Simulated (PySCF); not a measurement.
The vertical singlet excitations below were computed for one of the candidates. Method: TDDFT B3LYP/def2-SVPD, vertical, gas phase, core orbitals frozen in the response in PySCF 2.14.0, density-fitted response routines. Geometries: GFN2-xTB, one conformer each.

```json
{"state": "S1", "E (eV)": "4.95", "f": "0.017", "main configurations (H = HOMO, L = LUMO)": "H→L (91%)"}
{"state": "S2", "E (eV)": "5.58", "f": "0.116", "main configurations (H = HOMO, L = LUMO)": "H→L+1 (82%)"}
{"state": "S3", "E (eV)": "5.92", "f": "0.039", "main configurations (H = HOMO, L = LUMO)": "H→L+2 (86%)"}
{"state": "S4", "E (eV)": "6.19", "f": "0.0051", "main configurations (H = HOMO, L = LUMO)": "H→L+3 (48%), H-1→L (38%)"}
{"state": "S5", "E (eV)": "6.36", "f": "0.035", "main configurations (H = HOMO, L = LUMO)": "H-1→L (48%), H→L+3 (27%), H-1→L+1 (12%)"}
{"state": "S6", "E (eV)": "6.65", "f": "0.028", "main configurations (H = HOMO, L = LUMO)": "H→L+4 (82%), H→L+3 (10%)"}
{"state": "S7", "E (eV)": "6.69", "f": "0.020", "main configurations (H = HOMO, L = LUMO)": "H→L+5 (85%)"}
{"state": "S8", "E (eV)": "7.05", "f": "0.033", "main configurations (H = HOMO, L = LUMO)": "H→L+6 (36%), H-1→L+1 (31%), H→L+7 (18%)"}
```

Triplets computed (Tamm–Dancoff): 4.03, 4.36, 5.23 eV.

Orbital energies (eV): HOMO-3 -9.28, HOMO-2 -8.88, HOMO-1 -7.98, HOMO -6.49, LUMO -0.62, LUMO+1 -0.28, LUMO+2 0.27.

Task: Which structure fits?
A. `C1CC1PC(=C(F)F)F`
B. `C=C/C=C\CC(F)F`
C. `FC(F)=C(F)P1CCC1`

Result: C. Its S1, at 4.95 eV, is the lowest among the candidates; the nearest of the others has S1 at 5.62 eV. S1 is HOMO→LUMO (91%). Löwdin shares by element: HOMO phosphorus 38%, carbon 34% or more (atoms not listed hold the other 28%); LUMO phosphorus 31%, carbon 26% or more, fluorine 7% or more (atoms not listed hold the other 35%). At the same level the other candidates give, for their lowest levels:
- `C=C/C=C\CC(F)F`: 5.62 eV (f 0.714); 6.44 eV (f 0.001); 6.58 eV (f 0.004); 6.84 eV (f 0.028); 6.97 eV (f 0.001); T1 3.20 eV; HOMO -6.78, LUMO -1.34 eV
- `FC(F)=C(F)PC1CC1`: 5.65 eV (f 0.011); 5.88 eV (f 0.159); 6.45 eV (f 0.003); 6.46 eV (f 0.005); 6.67 eV (f 0.047); T1 4.28 eV; HOMO -6.85, LUMO -0.33 eV

The values belong to the conformer `[F:1][C:2]([F:3])=[C:4]([F:5])[P:6]1[CH2:7][CH2:8][CH2:9]1`: C2–C4–P6–C7 -69°.
